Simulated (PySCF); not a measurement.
## Two-component Hartree-Fock for Cr(22+) (chromium, charge +22)

Start: 1s2. Calculated with PySCF 2.14 in an even-tempered Gaussian basis (17 s from 2.5 bohr⁻², ratio 2.6; 11 p from 3.2 bohr⁻², ratio 2.6; 6 d from 3.3 bohr⁻², ratio 2.8; 3 f from 150 bohr⁻², ratio 2.8): generalised Hartree-Fock with the X2C-1e Hamiltonian and a Gaussian nucleus; spin-orbit coupling (SO) screened by Boettger's factors.

```json
{"spinor shell": "1s1/2", "electrons": "2", "ε, screened SO (eV)": "-7487.3", "weight of nominal j (screened SO)": "1.000", "rms radius, screened SO (bohr)": "0.0725"}
```

```csv
quantity,screened SO
E (hartree),-565.33446
M_J,0
⟨J²⟩,0.000
⟨L²⟩,0.000
⟨S²⟩,0.000
```
